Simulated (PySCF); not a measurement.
**Checking a proposed structure**

A compound C6H4N2O gives the data below (simulated from a calculation) and was assigned the structure `C=C(C#CC#N)NC=O`.

$^{13}$C{$^{1}$H} NMR (computed): δ 158.9 (C), 140.5 (C), 116.0 (C), 90.2 (CH), 80.1 (C), 30.2 (CH3).

$^{1}$H NMR (400 MHz, computed): δ 2.75 (s, 1H), 2.45 (s, 3H).

[PySCF 2.14: coordinates at the GFN2-xTB level; shielding tensors at PBE0/pcSseg-1 (GIAO); rapidly exchanging positions averaged; isolated molecule; relativity neglected; one computed conformer]

References, each an isolated molecule treated in the same way: TMS for $^{1}$H (σ = 31.72 ppm), $^{13}$C (σ = 186.93 ppm).

**Question.** Compare with the shifts computed for the proposed structure, pairing carbons in order of shift.

**Answer.** Mapped SMILES: `[CH2:1]=[C:2]([C:3]#[C:4][C:5]#[N:6])[NH:7][CH:8]=[O:9]` (H(Xn): hydrogen on atom n).

```tsv
atom	computed for proposal	given list	difference
C8	157.2	158.9	-1.7
C2	129.4	140.5	-11.1
C1	116.3	116.0	+0.3
C5	111.7	90.2	+21.5
C4	82.8	80.1	+2.7
C3	76.5	30.2	+46.3
```

The rms difference is 21.4 ppm and the largest +46.3 ppm at C3 (alkyne carbon). The carbon types in order of shift don't match either: CH, C, CH2, C, C, C for the proposal against C, C, C, CH, C, CH3 in the data. The proposal doesn't fit.

**Question.** Which isomer fits?

**Answer.** SMILES C#CC(=O)/N=C(/C)C#N.

Carbon types of the structure: 4 × C, 1 × CH, 1 × CH3, which accounts for all hydrogens. δC 158.9: amide carbonyl carbon; lone-pair donation from the attached heteroatom keeps it upfield of a ketone carbonyl. δC 116.0: nitrile carbon; C≡N carbons fall here, among the sp2 signals but without a proton. δC 90.2: terminal alkyne carbon; sp carbons lie upfield of alkene carbons because the cylindrical π system leaves one tensor component strongly shielded. δC 80.1: alkyne carbon; the triple bond shields along its axis, which puts it between sp3 and sp2 carbons.

The data come from this structure; uniqueness wasn't tested.

Shifts are as computed. Against solution values, carbons near 30 ppm lie about +3 ppm off and those near 130 ppm about +5 ppm. Of 1211 compounds with measured shifts, 218 miss one by over three times the rms of a fit or turn the order of signals round; such compounds aren't used in these exercises. No couplings were computed; multiplicities are counted from neighbouring protons, with m where these are inequivalent, close in shift, in a saturated or five-membered ring or joined by F or P, and br s for small geminal =CH2 splittings.
